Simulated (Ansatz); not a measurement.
Conformers of Cl₃H₃Si₂ (`Cl[SiH2][SiH](Cl)Cl`), each relaxed with PBE0-D4/def2-TZVP in Ansatz. CBS adds the triple-zeta coupled-cluster correction to the MP2 limit.

Not all of them had a frequency check.

Conformer A:

Cartesian coordinates in Å:
```
Cl 1.932 -1.494 -0.780
Si -0.040 -0.927 -0.780
Si -0.253 0.892 0.679
Cl 0.331 0.302 2.550
Cl 0.959 2.404 0.021
H -0.869 -2.067 -0.319
H -0.430 -0.541 -2.158
H -1.629 1.431 0.785
```

Conformer B:

```xyz
8

Cl    2.166    0.539    1.451
Si    1.144    0.205   -0.302
Si   -1.070   -0.324    0.234
Cl   -1.928    1.274    1.182
Cl   -2.060   -0.703   -1.523
H     1.790   -0.920   -1.021
H     1.185    1.435   -1.129
H    -1.228   -1.506    1.108
```

(1) Which is lowest in electronic energy at CCSD(T)/CBS (frozen core, def2 sets), and by how much? (An estimate is asked.)

(2) Give the energies relative to B (kJ/mol) with r2SCAN-D4/def2-TZVPP, PBE0-D4/def2-TZVPP, B2PLYP/def2-TZVPP, PBE/def2-TZVPP, HF/def2-TZVPP, CCSD/def2-TZVPP, CCSD/CBS(def2). (An estimate is asked.)

## Answers

(1) The calculation gave: B; A lies 1.6 kJ/mol higher. Gaps under about 2 kJ/mol don't settle the order.

(2) Ansatz gave: 
```tsv
level	A
r2SCAN-D4/def2-TZVPP	1.7
PBE0-D4/def2-TZVPP	1.6
B2PLYP/def2-TZVPP	2.3
PBE/def2-TZVPP	2.5
HF/def2-TZVPP	2.7
CCSD/def2-TZVPP	1.8
CCSD/CBS(def2)	1.7
```
